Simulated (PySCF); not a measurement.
## Mn(CH3)2: what the settings change

The complex Mn(CH3)2 (charge 0) contains Mn(II), shell d5. The structure is a PBE0-D3(BJ)/def2-TZVP geometry optimised for multiplicity 6; coordination linear, point group D3d, metal–donor distances 2.08 Å.

```
9

Mn    0.0000    0.0000    0.0000
C     0.0000    0.0000    2.0765
H    -1.0149   -0.0075    2.4915
H     0.5140   -0.8752    2.4915
H     0.5009    0.8827    2.4915
C     0.0000    0.0000   -2.0765
H     1.0149    0.0075   -2.4915
H    -0.5009   -0.8827   -2.4915
H    -0.5140    0.8752   -2.4915
```

Method (PySCF 2.14, density fitting): CASSCF(5,5) with orbitals averaged over all microstates of the shell, strongly contracted NEVPT2 on the averaged canonical orbitals; basis x2c-TZVPall on the metal, x2c-SVPall elsewhere; spin-free X2C; gas phase; spin-orbit coupling by state interaction with the mean-field operator over all roots.

Base run: NEVPT2 ground state 6A1g, next 4Eg at 25667, then 4A1g at 25690 cm⁻¹, B(CASSCF) 998, ζ 297 cm⁻¹, D 0.07 cm⁻¹, g 2.002 2.002 2.002, μeff(300 K) 5.92 μB.

(1) What happens with the basis x2c-TZVPall on all atoms?

(2) What happens with orbitals averaged over the highest spin alone?

Answers

(1) NEVPT2 ground state 6A1g, next 4A1g at 25618, then 4Eg at 25641 cm⁻¹, B(CASSCF) 998, ζ 297 cm⁻¹, D 0.08 cm⁻¹, g 2.002 2.002 2.002, μeff(300 K) 5.92 μB. It took 13 s against 15 s on a shared host of the same kind.

(2) NEVPT2 ground state 6A1g, next 4A1g at 25980, then 4Eg at 26039 cm⁻¹, B(CASSCF) 1041, ζ 307 cm⁻¹, D 0.04 cm⁻¹, g 2.002 2.002 2.002, μeff(300 K) 5.92 μB.
